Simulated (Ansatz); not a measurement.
Reactions of `[OH][SnH2][CH2][SiH3]`.

Calculated with Ansatz (gas phase, PBE0-D4/def2-TZVP geometries, no zero-point term in ΔE). CCSD(T)/CBS adds triple-zeta CCSD(T) − MP2 to the extrapolated MP2 energy (def2 sets, frozen cores). This one scheme is used for every species. Functionals use def2-TZVPP. B3LYP here is the variant with VWN-RPA as its local correlation; programs differ in this. Elements past krypton have def2 core potentials. For Ge, Sb, Sn outer-core shells are correlated without core-valence functions, which leaves a few kJ/mol of doubt a bond. Scalar relativity is left out up to krypton. One conformer a species, not always the lowest.

```
                                                                                            reaction  B3LYP-D4 (kcal/mol)  CCSD(T)/CBS(def2) (kcal/mol)
               `[OH][SnH2][CH2][SiH3]` + `O=C[NH][SbH2]` → `O=C[NH][SnH2][OH]` + `[SiH3][CH2][SbH2]`                 -5.1                          -6.6
                                                      `[OH][SnH2][CH2][SiH3]` → `[CH3][SnH2][SiH2]O`                -19.2                         -17.7
                             `[OH][SnH2][CH2][SiH3]` + `CB(N)Cl` → `[OH][SnH2][Cl]` + `CB(N)C[SiH3]`                 -6.4                          -4.7
                                       `[OH][SnH2][CH2][SiH3]` + HCl → `[SiH3][CH2][SnH2][Cl]` + H₂O                -18.7                         -18.9
                                                         `[OH][SnH2][CH2][SiH3]` → `C[SiH](O)[SnH3]`                -25.3                         -22.5
`[OH][SnH2][CH2][SiH3]` + `[OH][Sn]([OH])([F])[F]` → `[OH][Sn]([F])([F])[SiH3]` + `O[CH2][SnH2][OH]`                 17.6                          22.3
   `[OH][SnH2][CH2][SiH3]` + `N=[C](O)[GeH2][NH2]` → `[NH2][SnH2][CH2][SiH3]` + `N=[C](O)[GeH2][OH]`                  2.0                           2.6
                                                        `[OH][SnH2][CH2][SiH3]` → `[SiH3]C[O][SnH3]`                 23.1                          27.3
                                      `[OH][SnH2][CH2][SiH3]` + CH₄ → `[CH3][SnH2][CH2][SiH3]` + H₂O                 11.3                           9.3
                                       `[OH][SnH2][CH2][SiH3]` + H₂S → `[SiH3][CH2][SnH2][SH]` + H₂O                -10.3                         -11.1
```

Largest T1 diagnostic: 0.017, for `O=C[NH][SbH2]`.
